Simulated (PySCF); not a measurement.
ZnI, SMILES [Zn+][I], charge +1.

The structure is a stationary point at B3LYP-D3(BJ)/def2-TZVP. The multiplicity is an assumed one; other spin states were not compared. The def2 effective core potentials stand for the cores of I; spin–orbit coupling is left out.

Two levels are set side by side: PBE/def2-TZVPD (PySCF) and PBE0/def2-TZVPD (PySCF). Same geometry, gas phase. Differences are taken from unrounded values.

```
quantity                       PBE0     PBE  PBE minus PBE0
---------------------------  ------  ------  --------------
orbital gap (eV)               2.91    1.07           -1.84
highest occupied level (eV)  -13.21  -12.24            0.97
lowest empty level (eV)      -10.30  -11.17           -0.87
mean polarisability (bohr³)    51.9    52.7             0.7
```

Without exact exchange PBE keeps part of each electron's self-repulsion, which lifts occupied levels and narrows the gap. Differences between two approximate levels are no errors against the true value.

Rough cost on one machine, each run with all the roots and properties that it gave: PBE0 against PBE within a factor of 2.
